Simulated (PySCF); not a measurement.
Isomers of H11NOSi4.

All values: CAM-B3LYP/def2-SVPD (PySCF) at GFN2-xTB geometries, gas phase, one conformer each. Core orbitals are frozen in the response; Δα² is half the sum of the squared differences of the principal polarisabilities.

(1) Rank by dipole moment, lowest first.
A. `[NH2:1][Si@H:2]([SiH3:3])[O:4][SiH2:5][SiH3:6]` with H–N1–Si2–Si3 -58° and 162°, N1–Si2–O4–Si5 98°, Si2–O4–Si5–Si6 70°
B. `[NH2:1][Si:2]([SiH3:3])([SiH3:4])[SiH2:5][OH:6]` with H–N1–Si2–Si3 55° and -168°, N1–Si2–Si5–O6 172°, Si2–Si5–O6–H -62°
C. `[SiH3:1][NH:2][Si@@H:3]([SiH3:4])[O:5][SiH3:6]` with Si1–N2–Si3–Si4 -151°, N2–Si3–O5–Si6 -24°
D. `[SiH3:1][O:2][SiH2:3][NH:4][SiH2:5][SiH3:6]` with Si1–O2–Si3–N4 51°, O2–Si3–N4–Si5 31°, Si3–N4–Si5–Si6 42°
E. `[NH2:1][Si@H:2]([OH:3])[SiH:4]([SiH3:5])[SiH3:6]` with H–N1–Si2–O3 -51° and 171°, N1–Si2–O3–H 55°, N1–Si2–Si4–Si5 27°
F. `[SiH3:1][NH:2][SiH2:3][O:4][SiH2:5][SiH3:6]` with Si1–N2–Si3–O4 -177°, N2–Si3–O4–Si5 58°, Si3–O4–Si5–Si6 -31°

(2) Rank by mean static polarisability, lowest first.
A. `[NH2:1][Si:2]([SiH3:3])([SiH3:4])[O:5][SiH3:6]` with H–N1–Si2–Si3 -69° and 152°, N1–Si2–O5–Si6 40°
B. `[OH:1][SiH2:2][SiH2:3][N:4]([SiH3:5])[SiH3:6]` with H–O1–Si2–Si3 180°, O1–Si2–Si3–N4 176°, Si2–Si3–N4–Si5 -105°
C. `[NH2:1][SiH2:2][Si@@H:3]([SiH3:4])[SiH2:5][OH:6]` with H–N1–Si2–Si3 38° and 177°, N1–Si2–Si3–Si4 -128°, Si2–Si3–Si5–O6 -45°, Si3–Si5–O6–H -175°
D. `[NH2:1][Si@H:2]([SiH3:3])[O:4][SiH2:5][SiH3:6]` with H–N1–Si2–Si3 -58° and 162°, N1–Si2–O4–Si5 98°, Si2–O4–Si5–Si6 70°
E. `[NH2:1][SiH2:2][Si@@H:3]([OH:4])[SiH2:5][SiH3:6]` with H–N1–Si2–Si3 173° and -50°, N1–Si2–Si3–O4 -169°, Si2–Si3–O4–H -173°, Si2–Si3–Si5–Si6 -166°

(3) Rank by HOMO–LUMO gap, lowest first.
A. `[SiH3:1][NH:2][SiH2:3][SiH2:4][O:5][SiH3:6]` with Si1–N2–Si3–Si4 40°, N2–Si3–Si4–O5 172°, Si3–Si4–O5–Si6 29°
B. `[SiH3:1][O:2][SiH2:3][NH:4][SiH2:5][SiH3:6]` with Si1–O2–Si3–N4 51°, O2–Si3–N4–Si5 31°, Si3–N4–Si5–Si6 42°
C. `[NH2:1][Si:2]([SiH3:3])([SiH3:4])[SiH2:5][OH:6]` with H–N1–Si2–Si3 55° and -168°, N1–Si2–Si5–O6 172°, Si2–Si5–O6–H -62°
D. `[NH2:1][Si@H:2]([OH:3])[SiH:4]([SiH3:5])[SiH3:6]` with H–N1–Si2–O3 -51° and 171°, N1–Si2–O3–H 55°, N1–Si2–Si4–Si5 27°
E. `[NH2:1][Si:2]([SiH3:3])([SiH3:4])[O:5][SiH3:6]` with H–N1–Si2–Si3 -69° and 152°, N1–Si2–O5–Si6 40°

Answers

(1) F (0.67 D), C (0.86 D), D (1.10 D), A (1.30 D), B (1.67 D), E (2.78 D).

(2) B (17.01 Å³), D (17.73 Å³), A (18.17 Å³), C (18.93 Å³), E (19.31 Å³).

(3) C (7.92 eV), E (8.53 eV), A (8.68 eV), D (9.11 eV), B (9.29 eV).

All values together:

```
                       SMILES  μ (D)  HOMO (eV)  LUMO (eV)  α (Å³)  Δα (Å³)
[SiH3]N[Si@@H]([SiH3])O[SiH3]   0.86      -8.67       0.56   17.13     3.62
N[Si@H](O)[SiH]([SiH3])[SiH3]   2.78      -8.68       0.43   19.06     5.00
   O[SiH2][SiH2]N[SiH2][SiH3]   1.46      -8.23       0.29   17.93     3.79
 N[Si]([SiH3])([SiH3])[SiH2]O   1.67      -8.12      -0.20   19.13     3.68
 O[SiH2][SiH2]N([SiH3])[SiH3]   1.20      -8.48       0.08   17.01     2.72
N[SiH2][Si@@H]([SiH3])[SiH2]O   1.90      -8.61      -0.05   18.93     4.95
   [SiH3]N[SiH2][SiH2]O[SiH3]   0.98      -8.66       0.01   17.05     4.32
 N[Si]([SiH3])([SiH3])O[SiH3]   1.44      -8.27       0.26   18.17     3.49
N[SiH2][Si@@H](O)[SiH2][SiH3]   1.17      -8.69      -0.21   19.31     8.83
   [SiH3]O[SiH2]N[SiH2][SiH3]   1.10      -8.71       0.58   16.90     1.93
 N[Si@H]([SiH3])O[SiH2][SiH3]   1.30      -8.76       0.34   17.73     3.20
   [SiH3]N[SiH2]O[SiH2][SiH3]   0.67      -8.89       0.47   17.06     3.50
```

Conformers: `[SiH3:1][NH:2][Si@@H:3]([SiH3:4])[O:5][SiH3:6]` with Si1–N2–Si3–Si4 -151°, N2–Si3–O5–Si6 -24°; `[NH2:1][Si@H:2]([OH:3])[SiH:4]([SiH3:5])[SiH3:6]` with H–N1–Si2–O3 -51° and 171°, N1–Si2–O3–H 55°, N1–Si2–Si4–Si5 27°; `[OH:1][SiH2:2][SiH2:3][NH:4][SiH2:5][SiH3:6]` with H–O1–Si2–Si3 -177°, O1–Si2–Si3–N4 -68°, Si2–Si3–N4–Si5 -112°, Si3–N4–Si5–Si6 62°; `[NH2:1][Si:2]([SiH3:3])([SiH3:4])[SiH2:5][OH:6]` with H–N1–Si2–Si3 55° and -168°, N1–Si2–Si5–O6 172°, Si2–Si5–O6–H -62°; `[OH:1][SiH2:2][SiH2:3][N:4]([SiH3:5])[SiH3:6]` with H–O1–Si2–Si3 180°, O1–Si2–Si3–N4 176°, Si2–Si3–N4–Si5 -105°; `[NH2:1][SiH2:2][Si@@H:3]([SiH3:4])[SiH2:5][OH:6]` with H–N1–Si2–Si3 38° and 177°, N1–Si2–Si3–Si4 -128°, Si2–Si3–Si5–O6 -45°, Si3–Si5–O6–H -175°; `[SiH3:1][NH:2][SiH2:3][SiH2:4][O:5][SiH3:6]` with Si1–N2–Si3–Si4 40°, N2–Si3–Si4–O5 172°, Si3–Si4–O5–Si6 29°; `[NH2:1][Si:2]([SiH3:3])([SiH3:4])[O:5][SiH3:6]` with H–N1–Si2–Si3 -69° and 152°, N1–Si2–O5–Si6 40°; `[NH2:1][SiH2:2][Si@@H:3]([OH:4])[SiH2:5][SiH3:6]` with H–N1–Si2–Si3 173° and -50°, N1–Si2–Si3–O4 -169°, Si2–Si3–O4–H -173°, Si2–Si3–Si5–Si6 -166°; `[SiH3:1][O:2][SiH2:3][NH:4][SiH2:5][SiH3:6]` with Si1–O2–Si3–N4 51°, O2–Si3–N4–Si5 31°, Si3–N4–Si5–Si6 42°; `[NH2:1][Si@H:2]([SiH3:3])[O:4][SiH2:5][SiH3:6]` with H–N1–Si2–Si3 -58° and 162°, N1–Si2–O4–Si5 98°, Si2–O4–Si5–Si6 70°; `[SiH3:1][NH:2][SiH2:3][O:4][SiH2:5][SiH3:6]` with Si1–N2–Si3–O4 -177°, N2–Si3–O4–Si5 58°, Si3–O4–Si5–Si6 -31°.
